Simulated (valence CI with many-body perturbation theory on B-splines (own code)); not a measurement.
Results of a calculation; reference values are marked as such.
# Sensitivity of CI+MBPT for Bi XLV

Level of theory: valence CI with perturbative core correlation (CI+MBPT): three valence electrons over a frozen Dirac-Fock core [Kr], a basis of 6 s, 6 p, 5 d, 5 f, 1 g functions for each j, with the one-electron correlation potential Σ1, the two-electron term Σ2, the three-electron term Σ3, Breit, model QED; selected CI, second order for the rest, scaled by the run's own slope (own B-spline code, finite nucleus).

No measured spectrum was set against this ion. As an estimate, large intervals hold to a few tenths of a per cent, small ones and those within an open d or f shell to about a per cent. Only levels of the ground parity were solved; by the run's estimate the other parity begins above the list, which can be wrong where configurations are misplaced.

The reference run has the lowest level (4d3/2^3) J=3/2 and an ionisation energy of 2254.66 eV. Its largest variational space holds 2425 state functions.

Levels are named by their leading jj configuration (3d3/2^4 stands for four electrons in 3d with j = 3/2), which in mixed levels can hold well under half, so a name can repeat and another be missing. Letters in brackets count levels of one name in rising energy.

Changed runs:
A. scale of Σ2 1 → 0
B. Breit term on → off; QED terms on → off; orbitals per symmetry with explicit Σ2 and valence Breit (the others get mean screening factors) 5 → 4
C. size limit of the variational space 10000 → 1500; second order for the rest on → off
D. box radius (bohr) 3.3184 → 0.29 (bad on purpose)

Excitation energies of the reference run in cm⁻¹, and shifts in cm⁻¹:

```csv
Level,Reference,A,B,C
(4d3/2^2 4d5/2) J=5/2 [a],243847,-510,+4639,+4.8
(4d3/2^2 4d5/2) J=3/2,265194,+356,+4269,+2.5
(4d3/2^2 4d5/2) J=7/2,282903,+1625,+5712,+5.9
(4d3/2^2 4d5/2) J=9/2,283800,+2585,+6193,-2.8
(4d3/2^2 4d5/2) J=1/2,285380,+857,+4514,-3.5
(4d3/2^2 4d5/2) J=5/2 [b],369076,+2126,+4666,+14
(4d3/2 4d5/2^2) J=7/2 [a],521296,-642,+9420,+0.9
(4d3/2 4d5/2^2) J=9/2,539977,+669,+10402,-3.0
(4d3/2 4d5/2^2) J=3/2 [a],555467,-1035,+8667,+0.9
(4d3/2 4d5/2^2) J=1/2,566671,-396,+8915,-3.4
(4d3/2 4d5/2^2) J=5/2 [a],570210,+1324,+8870,+10
(4d3/2 4d5/2^2) J=11/2,575766,+3199,+11241,-3.0
Ionisation energy (eV),2254.66,-1.76,+1.61,-0.00048
```

Run D: It gave no result. The program said: "index 2 is out of bounds for axis 1 with size 2".
